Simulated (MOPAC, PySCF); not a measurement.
Stepwise substitution at one centre (B Br-I). All species are isolated molecules in the gas phase. Strings in code marks are SMILES.

Quantity: redistribution energy (mixed species minus the weighted end members), in eV. Semi-empirical values (MOPAC) are differences of heats of formation.

Level 1: B3LYP/LANL2DZ // B3LYP-D3(BJ)/def2-TZVP (PySCF)
Level 2: AM1 // B3LYP-D3(BJ)/def2-TZVP (MOPAC)
Level 3: PM3 // B3LYP-D3(BJ)/def2-TZVP (MOPAC)
Level 4: PM6 // B3LYP-D3(BJ)/def2-TZVP (MOPAC)

```
species                              level 2  level 3  level 4
-----------------------------------  -------  -------  -------
1 of 3 Br replaced by I: `IB(Br)Br`   -0.010    0.014    0.096
2 of 3 Br replaced by I: `BrB(I)I`    -0.011    0.021    0.095
```

Q: What does level 1 give for each?

A: 
- 1 of 3 Br replaced by I: `IB(Br)Br`: 0.007
- 2 of 3 Br replaced by I: `BrB(I)I`: 0.008
